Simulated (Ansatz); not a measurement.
Correlation energies of C2H9AlO2, SMILES `[CH3][Al-]([CH3])([OH])[OH2+]` by basis set

Cartesian coordinates in Å:
```
C 1.6674 -0.0298 -1.0271
Al -0.0847 0.1663 -0.1727
C -0.2394 0.7890 1.6836
O -1.4543 0.5006 -1.2144
O -0.9049 -1.6733 -0.0308
H 2.3910 -0.5148 -0.3636
H 1.6197 -0.6223 -1.9462
H 2.0949 0.9427 -1.2954
H 0.1064 1.8243 1.7767
H 0.3712 0.2006 2.3778
H -1.2707 0.7746 2.0529
H -1.3794 0.9459 -2.0551
H -1.6426 -1.4235 -0.6196
H -1.2745 -1.8802 0.8340
```

Charge 0, multiplicity 1. Geometry: relaxed with PBE0-D4/def2-TZVP. It is one conformer, not always the lowest. Frozen core, restricted reference, Ansatz. CBS rows extrapolate triple and quadruple zeta; past MP2 they add the triple-zeta difference.

```json
{"basis": "def2-SVP", "HF (Eh)": "-472.46122", "MP2 corr.": "-0.75432"}
{"basis": "def2-TZVPP", "HF (Eh)": "-472.82656", "MP2 corr.": "-0.95201"}
{"basis": "def2-QZVPP", "HF (Eh)": "-472.84520", "MP2 corr.": "-1.02209"}
```

(1) Estimate the CCSD correlation energy and the (T) correction in each basis where they were run (hartree).

## Answers

(1) 
```
     basis  CCSD corr.       (T)
  def2-SVP    -0.80631  -0.01809
def2-TZVPP    -0.99310  -0.03452
 CBS(def2)    -1.11509     as TZ
```
